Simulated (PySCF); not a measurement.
**Electron correlation in Kr²⁺ (krypton, charge +2)**

[Ar] 3d10 4s1 4p4 4d1, one real determinant (an excited configuration). All numbers are calculated (PySCF 2.14, scalar relativity by spin-free X2C-1e, in aug-cc-pVDZ-DK). Frozen: [Ar] 3d10; 6 electrons correlated.

MP2 pair energies summed by pair of shells (mhartree):

```csv
pair,energy,share (%)
4p-4p,-53.53,86.9
4s-4p,-4.48,7.3
4p-4d,-3.20,5.2
4s-4d,-0.41,0.7
```

Total MP2 correlation energy: -61.63 mhartree.

Same-spin part -13.29 and opposite-spin part -48.34 mhartree; SCS-MP2 scales them by 1/3 and 6/5 to -62.44 mhartree.

The reference is one real determinant that mixes LS terms of this configuration.
